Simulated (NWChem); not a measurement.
Molecule: MoN2H3OF; SMILES [NH]=[Mo](=[NH])([OH])[F]

```xyz
8

Mo    -0.0135    -0.0111    -0.0071
N     -1.1339     0.0974    -1.3313
H     -2.0443     0.1538    -1.8003
N     -0.8574     0.1529     1.5079
H     -1.7053     0.2822     2.0730
F      0.8142    -1.6965    -0.0413
O      1.1858     1.4513    -0.1833
H      1.4412     1.9341     0.6254
```
Atoms are numbered in this order, from 1.

Results from NWChem. The geometry was optimised at PBE-D3(BJ)/def2-SVP. No frequency run checked for a minimum. def2 effective core potentials on Mo; no spin-orbit coupling. Level BLYP/def2-SVP: energy and gradient; each run changes one setting, and changes count from the defaults (medium grid, exact Coulomb integrals, symmetry on).

Problem. Which setting moves the energy most, and by about how much (defaults; coarse grid; Becke weights; symmetry off)?

Solution. coarse grid, by about 100 μHa.
```csv
setting,size of the energy change (μHa),largest change of a gradient component (μHa/bohr)
defaults,< 10,< 30
Becke weights,30,400
coarse grid,100,600
symmetry off,< 10,other frame
```
